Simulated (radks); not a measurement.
Dipole-allowed excitations along the series with 2 electrons in [He]. Calculated with a radial shooting solver on a logarithmic mesh with Libxc functionals: scalar-relativistic Kohn-Sham, LDA (Slater exchange, VWN5 correlation), spin-polarised, spherical densities, finite nucleus; Fermi nuclear charge, rms radius of each element as measured or else 0.836 A^(1/3) + 0.57 fm. Time-dependent linear response with the Hartree and adiabatic LDA kernel, continuum included through the Sternheimer equations, no spin-orbit coupling, so fine structure and intercombination lines are absent. Lines are the poles of the dipole polarisability below minus the highest occupied eigenvalue, found on a grid refined at the orbital gaps; the lowest seven at most are given, and weak or close lines can be missed. The first line takes the name of the lowest orbital gap if no other gap lies below it; otherwise a line is named after a gap within 0.6 % of it, if that gap stands alone.

V21+: -e(HOMO) (eV) 6696.3; lowest orbital gap (eV) 1s-2p 5145.0; first line (eV) 5159.1 (1s-2p); f 0.754; static alpha (bohr^3) 0.00003384
Cr22+: -e(HOMO) (eV) 7320.3; lowest orbital gap (eV) 1s-2p 5619.5; first line (eV) 5635.5 (1s-2p); f 0.756; static alpha (bohr^3) 0.00002838
Mn23+: -e(HOMO) (eV) 7972.8; lowest orbital gap (eV) 1s-2p 6115.4; first line (eV) 6133.5 (1s-2p); f 0.758; static alpha (bohr^3) 0.00002397
Fe24+: -e(HOMO) (eV) 8653.8; lowest orbital gap (eV) 1s-2p 6632.9; first line (eV) 6653.4 (1s-2p); f 0.759; static alpha (bohr^3) 0.00002038
Co25+: -e(HOMO) (eV) 9363.6; lowest orbital gap (eV) 1s-2p 7172.1; first line (eV) 7195.2 (1s-2p); f 0.760; static alpha (bohr^3) 0.00001743
